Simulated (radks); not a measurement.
Species: Ar10+. Configuration: [He] 2s2 2p4.

Calculated with a radial shooting solver on a logarithmic mesh with Libxc functionals: Dirac Kohn-Sham, BLYP, spin-unpolarised, spherical densities, finite nucleus; open shells fill j = l - 1/2 first; Fermi nuclear charge, rms radius 3.4274 fm.

Energy parts (eV):
total: -12920.720
kinetic: 13015.510
electron-nucleus: -28286.256
Hartree: 2965.577
exchange-correlation: -615.551

Orbitals (lengths in bohr, moments of r in powers of bohr; r(90%) holds 90 % of the orbital's charge):
orbital	occ.	eigenvalue (eV)	<r^2>	r(90%)	small-component weight
1s1/2	2	-3456.399	0.009837	0.153	4.13e-03
2s1/2	2	-575.1520	0.1807	0.606	7.45e-04
2p1/2	2	-518.0425	0.1469	0.566	7.24e-04
2p3/2	2	-515.4137	0.1484	0.569	7.20e-04

The highest occupied level is 2p3/2 at -515.41 eV. The density falls to 0.001 e/bohr^3 at r = 1.22 bohr. Summed over all electrons, <r^2> = 0.9716 bohr^2, which gives a Langevin (diamagnetic) susceptibility term of -0.77 x 10^-6 cm^3/mol. The electron density at the nucleus is 4354 e/bohr^3. For comparison, the ionisation energy in NIST's Atomic Spectra Database is 540 eV (semi-empirical). In exact Kohn-Sham theory the highest level is minus the ionisation energy, but local and semilocal functionals leave it too shallow, through self-interaction and a potential that decays too fast; potentials with the right tail come closer.

Beside tabulated values, note that spin-unpolarised runs miss the spin-polarisation part of the exchange energy of open shells.
